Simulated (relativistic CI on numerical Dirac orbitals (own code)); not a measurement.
## Electric-dipole transitions in Se³⁰⁺

These numbers are calculated, not measured: Dirac-Coulomb-Breit CI, KLI orbitals optimised for each configuration, a model potential for QED, unscaled Slater integrals (own radial code, finite nucleus).

CI space (outside the closed core 1s2): 2s2, 2s 2p, 2p2, 2p 3s, 2p 3p, 2s 3s, 2s 3p, 2s 3d, 2s 4s, 2s 4p, 2s 4d, 2s 4f, 3s2, 3s 3p, 3p2. Levels of other configurations are missing.

| λ vac (Å) | Lower | Upper | A (s⁻¹) | E lower (10³ cm⁻¹) | E upper (10³ cm⁻¹) |
| --- | --- | --- | --- | --- | --- |
| 4.8107 | 2s 2p 3P°_2 [4] | 2s 4d 3D_3 [43] | 2.15e+13 | 870.3 | 21657.5 |
| 6.1072 | 2s 2p 3P°_2 [4] | 2p 3p 3D_3 [31] | 1.62e+13 | 870.3 | 17244.5 |
| 6.1190 | 2s 2p 3P°_1 [3] | 2p 3p 3D_2 [26] | 1.60e+13 | 546.6 | 16889.2 |
| 6.1239 | 2s 2p 3P°_2 [4] | 2p 3p 3P_2 [30] | 1.36e+13 | 870.3 | 17199.7 |
| 6.1313 | 2s2 1S_0 [1] | 2s 3p 1P°_1 [15] | 2.59e+13 | 0.0 | 16309.8 |
| 6.2020 | 2s 2p 1P°_1 [5] | 2p 3p 3P_2 [33] | 1.73e+13 | 1228.2 | 17352.2 |
| 6.2679 | 2s 2p 3P°_0 [2] | 2s 3d 3D_1 [17] | 4.35e+13 | 473.6 | 16427.9 |
| 6.2913 | 2s 2p 3P°_1 [3] | 2s 3d 3D_2 [18] | 5.52e+13 | 546.6 | 16441.4 |
| 6.2967 | 2s 2p 3P°_1 [3] | 2s 3d 3D_1 [17] | 3.01e+13 | 546.6 | 16427.9 |
| 6.4117 | 2s 2p 3P°_2 [4] | 2s 3d 3D_3 [19] | 7.01e+13 | 870.3 | 16466.7 |
| 6.4222 | 2s 2p 3P°_2 [4] | 2s 3d 3D_2 [18] | 1.73e+13 | 870.3 | 16441.4 |
| 6.5276 | 2s 2p 1P°_1 [5] | 2s 3d 1D_2 [20] | 5.46e+13 | 1228.2 | 16547.7 |
| 17.770 | 2s 3s 3S_1 [11] | 2s 4p 3P°_2 [39] | 2.58e+12 | 15966.5 | 21594.1 |
| 18.371 | 2s 3p 3P°_1 [14] | 2s 4d 3D_2 [42] | 4.33e+12 | 16203.9 | 21647.2 |
| 18.609 | 2s 3p 1P°_1 [15] | 2s 4d 1D_2 [44] | 4.84e+12 | 16309.8 | 21683.5 |
| 18.724 | 2s 3p 3P°_2 [16] | 2s 4d 3D_3 [43] | 6.53e+12 | 16316.8 | 21657.5 |
| 19.009 | 2s 3d 3D_1 [17] | 2s 4f 3F°_2 [45] | 1.08e+13 | 16427.9 | 21688.5 |
| 19.054 | 2s 3d 3D_2 [18] | 2s 4f 3F°_3 [46] | 1.09e+13 | 16441.4 | 21689.6 |
| 19.126 | 2s 3d 3D_3 [19] | 2s 4f 3F°_4 [47] | 1.30e+13 | 16466.7 | 21695.1 |
| 19.409 | 2s 3d 1D_2 [20] | 2s 4f 1F°_3 [48] | 1.18e+13 | 16547.7 | 21700.0 |

Terms are leading LS components. Brackets give the number of a level in order of energy, since labels repeat. The list gives strong lines, with weight on those to low levels, without lines whose two gauges differ by over a factor of 2.5, among the lowest 48 of 58 levels, so that lines to higher ones, which can be the strongest, are missing. Levels whose partners in the same complex of configurations lie outside the list can be far off, and so can their lines. Rates are taken at the computed energies, electric ones in the length gauge.

At this charge energies of transitions that change n are usually good to better than 1 %, and those within a shell (Δn = 0) to a few per cent.

**Question.** From the table, what is the radiative lifetime of 2s 4d 3D_3?

**Answer.** The listed rates from this level add up to about 2.80e+13 s⁻¹, 100 % of its decay; with all channels τ = 3.57e-14 s.

LS names give the leading component of a level, which can be under half, so a name can repeat, a term be missing and a line seem to break the LS rules.
